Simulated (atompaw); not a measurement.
Before and after: PAW (atompaw) potential for Bi

bismuth, PAW, made with atompaw 4.2.0.5 (LDA (PW92), scalar-relativistic). Core [Kr] 4d10 4f14, reference 5s2 5p6 5d10 6s2 6p3. Waves: 5s (bound): rc 1.50 bohr; 6s (bound): rc 2.00 bohr; 5p (bound): rc 1.45 bohr; 6p (bound): rc 2.00 bohr; 5d (bound): rc 2.00 bohr; 5d channel at -0.3 Ry: rc 2.00 bohr. Local part: bessel scheme, radius 1.75 bohr. Core correction: smooth core density matched at 1.75 bohr. Augmentation charge: sinc compensation charge, radius 1.85 bohr; PAW radius 2.00 bohr; waves and projectors: custom polynom2 7 10 vanderbiltortho.

All-electron outer shells of the reference configuration (LDA (PW92), scalar-relativistic, ld1.x):

```json
{"shell": "4d", "level (eV)": "-429.90", "outermost node (bohr)": "0.19", "outermost maximum (bohr)": "0.38"}
{"shell": "5s", "level (eV)": "-158.03", "outermost node (bohr)": "0.44", "outermost maximum (bohr)": "0.77"}
{"shell": "4f", "level (eV)": "-152.95", "outermost node (bohr)": "–", "outermost maximum (bohr)": "0.34"}
{"shell": "5p", "level (eV)": "-95.96", "outermost node (bohr)": "0.48", "outermost maximum (bohr)": "0.86"}
{"shell": "5d", "level (eV)": "-27.19", "outermost node (bohr)": "0.51", "outermost maximum (bohr)": "1.03"}
{"shell": "6s", "level (eV)": "-14.76", "outermost node (bohr)": "0.98", "outermost maximum (bohr)": "1.86"}
{"shell": "6p", "level (eV)": "-4.77", "outermost node (bohr)": "1.14", "outermost maximum (bohr)": "2.44"}
```

Change: local potential ultrasoft scheme with l = 3 at -0.5 Ry, radius 1.75 bohr.

Cutoffs: the cutoffs (Ry, on a coarse ladder) from which the occupation-weighted sum of valence levels, in a spherical-Bessel basis at the reference potential, stays within 10 and 1 mRy of its value at 400 Ry; they do not see the model core or the augmentation charge, which bear on the density cutoff.

What does the change do?

The potential gets neither clearly harder nor softer (140 Ry and 300 Ry → 140 Ry and 300 Ry); the range in which the s phases agree narrows (upper end at the end of the scan → 0.6); the range in which the p phases agree narrows (upper end at the end of the scan → -0.1); neither file shows a bound ghost.

| quantity | base | changed |
| --- | --- | --- |
| cutoff, loose | 140 Ry | 140 Ry |
| cutoff, tight | 300 Ry | 300 Ry |
| bound ghosts | none | none |
| s: phases at 2.01 bohr within 0.05 rad from the reference energy up to (Ry; the scan ends near 5) | to the end of the scan | 0.6 |
| p: phases at 2.01 bohr within 0.05 rad from the reference energy up to (Ry; the scan ends near 5) | to the end of the scan | -0.1 |
| d: phases at 2.01 bohr within 0.05 rad from the reference energy up to (Ry; the scan ends near 5) | 3.4 | 3.5 |
| lowest overlap eigenvalue by channel | s 0.56, p 0.69, d 0.92 | s 0.47, p 0.63, d 0.91 |

 The cutoffs see the waves, projectors and local potential, not the compensation charge or the core.
